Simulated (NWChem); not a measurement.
Isomers of C₃H₅FSi, each optimised at B3LYP/6-31G* with NWChem, gas phase unless a solvent is named. Flexible species stand in one conformer each, which need not be the lowest. Pople sets run with spherical d functions. Relative energies count from the lowest isomer at each level and are electronic, without zero-point energy, on those geometries.

A: [SiH2]1[C@H](F)C=C1
B: C(=C=C[SiH3])F
C: [Si@@H](F)(C#C)C

Which isomer is lowest, and do the levels agree? Levels: B3LYP/6-31G*; PBE/def2-SVP; B3LYP/def2-SVP; r2SCAN/def2-SVP; BLYP/def2-SVP; PW6B95/def2-SVP; TPSSh/def2-SVP.

All put C lowest.
```csv
quantity,A,B,C
"relative energy, B3LYP/6-31G* (kcal/mol)",48.3,60.2,0.0
"relative energy, PBE/def2-SVP (kcal/mol)",38.5,51.6,0.0
"relative energy, B3LYP/def2-SVP (kcal/mol)",45.6,56.2,0.0
"relative energy, r2SCAN/def2-SVP (kcal/mol)",44.0,57.5,0.0
"relative energy, BLYP/def2-SVP (kcal/mol)",45.8,53.1,0.0
"relative energy, PW6B95/def2-SVP (kcal/mol)",42.7,57.3,0.0
"relative energy, TPSSh/def2-SVP (kcal/mol)",40.0,52.9,0.0
```
